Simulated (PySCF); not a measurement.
# Energy of V⁺ (vanadium, charge +1) between two integer charges

The 3d alpha orbital of [Ar] 3d4 is emptied in steps (occupation f), with all orbitals relaxed, ending at [Ar] 3d3. Calculation: PySCF 2.14, in jorge-DZP-DKH; scalar relativity by spin-free X2C-1e. The exact energy is a straight line in f; departures are measured from the line between the end points of the same method.

Task: Among BHandHLYP, wB97X, r2SCAN0, which shows the largest delocalisation error (convex curve), and which is closest to linear?

Result: Most convex: r2SCAN0 (-1.008 eV at f = 0.5); closest to linear: wB97X (-0.447 eV).

| f | BHandHLYP (eV) | wB97X (eV) | r2SCAN0 (eV) |
| --- | --- | --- | --- |
| 1 | 0.000 | 0.000 | 0.000 |
| 0.9 | -0.211 | -0.156 | -0.361 |
| 0.7 | -0.499 | -0.381 | -0.848 |
| 0.5 | -0.598 | -0.447 | -1.008 |
| 0.3 | -0.506 | -0.376 | -0.847 |
| 0.1 | -0.219 | -0.162 | -0.363 |
| 0 | 0.000 | 0.000 | 0.000 |

```
   method  E(f=0) − E(f=1) (eV)  −ε at f=1 (eV)  −ε at f=0.5 (eV)
BHandHLYP                14.229          11.885            14.209
    wB97X                14.274          12.544            14.276
  r2SCAN0                14.434          10.420            14.432
```

Reference removal energy between the ground levels: 14.634 ± 0.007 eV (measured; NIST Atomic Spectra Database, ionization energies). The calculation has no spin-orbit coupling. The determinant left behind need not be the lowest term of the ion.
